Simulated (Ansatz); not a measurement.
C₂H₈OS₂Si (SMILES CO[Si](C)(S)S), singlet, geometry from GFN2-xTB; Ansatz (a quantum-chemistry and plane-wave program) with SC-NEVPT2/STO-3G, CASSCF(6,5).

Here is a job for Ansatz.
Ansatz 0.2 input:
```yaml
crystal:
  periodic: [false, false, false]
  atoms:
    - {symbol: C, position_ang: [2.25110933, -1.31852991, -0.26461574]}
    - {symbol: O, position_ang: [1.41484791, -0.22047710, -0.51036526]}
    - {symbol: Si, position_ang: [-0.16609210, -0.07638510, -0.20663171]}
    - {symbol: C, position_ang: [-1.30321306, -1.28884079, -1.11748414]}
    - {symbol: S, position_ang: [-0.45167210, 1.96877394, -0.79550012]}
    - {symbol: S, position_ang: [-0.55171370, -0.38893826, 1.90955671]}
    - {symbol: H, position_ang: [2.06769258, -2.10461340, -0.99895297]}
    - {symbol: H, position_ang: [3.28071228, -0.97333890, -0.34984767]}
    - {symbol: H, position_ang: [2.08022106, -1.71973069, 0.73657761]}
    - {symbol: H, position_ang: [-2.35053500, -1.07709566, -0.92495178]}
    - {symbol: H, position_ang: [-1.11429467, -2.31085425, -0.80046362]}
    - {symbol: H, position_ang: [-1.14434074, -1.23326677, -2.19098061]}
    - {symbol: H, position_ang: [-1.70070635, 2.04585456, -0.36060362]}
    - {symbol: H, position_ang: [0.25455187, 0.57310671, 2.33268249]}
basis:
  gaussian:
    orbitals: STO-3G
magnetization: {spin_polarized: false}
correlation: {method: sc_nevpt2, electrons: all, active_space: {window: {electrons: 6, orbitals: 5}}}
```

Output, abridged:

```
Functional definition: HF
622 factors; integrals over basis functions are off by at most 3.2e-5 eV
mean field evaluation 1: about -33340.0016 eV, gradient 2.8e1 eV
mean field evaluation 2: about -33340.1949 eV, gradient 2.8e1 eV
mean field evaluation 4: about -33343.3739 eV, gradient 1.5e0 eV
mean field evaluation 8: about -33343.3837 eV, gradient 1.9e-5 eV
mean field -33343.38368493 eV, -1225.3467494640 hartree, gradient 1.1e-6 eV, S^2 0.000000; 0 other end points of the search recorded, 0 dependent functions left out
reference -33343.38368493 eV, -1225.3467494640 hartree; 37, 37 occupied and 13, 13 virtual orbitals, 622 factors
state -33344.32279008 eV, -1225.3812609417 hartree
state -33344.32279008 eV, -1225.3812609417 hartree; corrected -33349.64609249 eV, -1225.5768886969 hartree
state -33344.10640465 eV, -1225.3733089237 hartree
state -33344.10640465 eV, -1225.3733089237 hartree; corrected -33349.57115108 eV, -1225.5741346509 hartree
state -33344.32279008 eV, -1225.3812609417 hartree; corrected -33349.64609249 eV, -1225.5768886969 hartree
state -33344.09508052 eV, -1225.3728927696 hartree
state -33344.09508052 eV, -1225.3728927696 hartree; corrected -33349.58008291 eV, -1225.5744628895 hartree
state -33344.32279008 eV, -1225.3812609417 hartree; corrected -33349.64609249 eV, -1225.5768886969 hartree
2 active orbitals were swapped for others, from the solution at -33344.10636851 eV, -1225.3733075958 hartree to that at -33344.32276763 eV, -1225.3812601167 hartree; typed "places" are swapped only where nearly empty or full, and so, without "given_window_search", are "orbital_numbers", "shells" and a window whose orbitals a file names under [Active]
the orbitals are reached from a further start. From the first start the search ends at -33344.09505272 eV, -1225.3728917480 hartree
Total energy: -33349.64609249 eV, -1225.5768886969 hartree
```
